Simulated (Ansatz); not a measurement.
`[NH2][GaH][OH]` and `[NH2][InH][OH]` differ in one element.

Ansatz, PBE0-D4/def2-TZVP geometries, multiplicity 1. Each molecule was computed in one conformer, which needn't be the lowest.

Elements past krypton have def2 core potentials. Scalar relativity is left out up to krypton.

```csv
property,`[NH2][GaH][OH]`
LUMO energy (B3LYP/def2-TZVPP) / eV,-0.37
HOMO energy (ωB97M-V/def2-TZVPP) / eV,-9.80
HOMO–LUMO gap (ωB97M-V/def2-TZVPP) / eV,11.38
LUMO energy (PBE0/def2-TZVPP) / eV,-0.09
LUMO energy (ωB97M-V/def2-TZVPP) / eV,1.58
HOMO–LUMO gap (PBE/def2-TZVPP) / eV,5.11
```

Task: Give the same properties after the change, and the shifts. (An estimate is asked.)

Result: The calculation gave: 
```
                               property  `[NH2][InH][OH]`  shift
    LUMO energy (B3LYP/def2-TZVPP) / eV             -1.09  -0.72
  HOMO energy (ωB97M-V/def2-TZVPP) / eV             -9.50   0.30
HOMO–LUMO gap (ωB97M-V/def2-TZVPP) / eV             10.09  -1.29
     LUMO energy (PBE0/def2-TZVPP) / eV             -0.79  -0.70
  LUMO energy (ωB97M-V/def2-TZVPP) / eV              0.59  -0.99
    HOMO–LUMO gap (PBE/def2-TZVPP) / eV              4.24  -0.87
```

With PBE0 the HOMO rises by 0.27 eV and the LUMO falls by 0.70 eV, so the gap narrows by about 0.97 eV. PBE moves the HOMO by 0.21 eV and ωB97M-V by 0.30 eV.

B3LYP here is the variant with VWN-RPA as its local correlation; programs differ in this.
